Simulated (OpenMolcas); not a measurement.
Eu2+ in SrF2: curves along the breathing mode

Eu2+ with its 8 nearest fluoride ions, on the Sr site of SrF2 (a = 5.796 Å, distance in the model lattice 2.510 Å). The rest of the host is ab initio model potentials to 7.6 Å and point charges beyond; the distance is set by hand and nothing relaxes. Ligand basis ANO-RCC-VDZP.

| Property | Result |
| --- | --- |
| Program | OpenMolcas |
| Method | CASSCF |
| Basis | ANO-RCC-VDZP [7s6p4d2f1g] |
| Scalar Hamiltonian | DKH2, point nucleus |
| Active space | 7 electrons in 7 orbitals (4f) |
| State averaging | 2S+1 = 8 odd, 1 root; 2S+1 = 6 odd, 21 roots kept (CI in the orbitals of an earlier block) |
| Spin-orbit coupling | RASSI with atomic mean-field integrals over the reference wave functions |

Spin-free energies (labels of O, the rotations of Oh) in cm-1 above the lowest fitted minimum, as all ligands move together:

```csv
R (Å),8A1,6T1,6E,6T2,6A2,6T2(2),6A1
2.375,840,37790,40390,40400,40410,40480,40540
2.431,40,37030,39620,39630,39640,39710,39750
2.486,1810,38850,41430,41430,41440,41500,41540
2.542,5880,42940,45520,45530,45530,45590,45620
2.598,11930,49020,51600,51600,51610,51650,51680
2.654,19710,56820,59390,59390,59400,59440,59470
2.71,28990,66120,68690,68690,68700,68740,68760
```

Cubic fits give the following; the wavenumber is harmonic, with the mass of all moving ligands, small differences in it between states hang on the degree of the fit, a number in brackets counts states of one label, and the table is a selection of at most 14 states with clean curves.

| State | R0 (Å) | Breathing mode (cm-1) | Minimum (cm-1) |
| --- | --- | --- | --- |
| 8A1 | 2.419 | 432 | 0 |
| 6T1 | 2.418 | 431 | 36980 |
| 6E | 2.418 | 431 | 39580 |
| 6T2 | 2.418 | 431 | 39580 |
| 6A2 | 2.418 | 431 | 39590 |
| 6T2(2) | 2.418 | 431 | 39660 |
| 6A1 | 2.419 | 431 | 39710 |
| 6T1(2) | 2.419 | 432 | 39750 |
| 6E(2) | 2.418 | 431 | 44430 |
| 6T2(3) | 2.418 | 431 | 44500 |

For an f ion spin-orbit coupling outweighs the ligand field, so these spin-free curves are not those of observable levels.

No quartet enters the spin-orbit mixing, so the splitting and order within the octet and the sextets are unsound, and g values and χT are rough. No measured value stands beside these numbers.
